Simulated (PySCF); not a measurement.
Radial density of Sc (scandium, neutral)

r2SCAN0, [Ar] 3d3, high-spin 4F determinant (an excited configuration). Calculation: PySCF 2.14, in def2-QZVPPD; the non-relativistic Hamiltonian (point nucleus).

| r (bohr) | 4πr²ρ (e/bohr) | 4πr²(ρα − ρβ) |
| --- | --- | --- |
| 0.00128 | 0.1198 | 0.0000 |
| 0.00215 | 0.3267 | 0.0000 |
| 0.00361 | 0.8693 | -0.0001 |
| 0.00607 | 2.218 | -0.0002 |
| 0.0102 | 5.274 | -0.0004 |
| 0.0172 | 11.15 | -0.0008 |
| 0.0289 | 19.40 | -0.0014 |
| 0.0486 | 24.68 | -0.0020 |
| 0.0817 | 20.94 | -0.0032 |
| 0.137 | 18.98 | -0.0057 |
| 0.231 | 26.15 | 0.0219 |
| 0.389 | 15.89 | 0.1965 |
| 0.654 | 7.017 | 0.6061 |
| 1.10 | 8.607 | 0.9964 |
| 1.85 | 2.700 | 0.8817 |
| 3.11 | 0.5445 | 0.4855 |
| 5.24 | 0.1696 | 0.1695 |
| 8.81 | 0.01802 | 0.0180 |
| 14.8 | 1.549e-05 | 0.0000 |

(1) Where is the radial spin density 4πr²(ρα − ρβ) most negative, and why is it negative at all?

## Answers

(1) Around r = 0.137 bohr, down to -0.0057 e/bohr: exchange with the open shell polarises the paired shells in an unrestricted calculation.
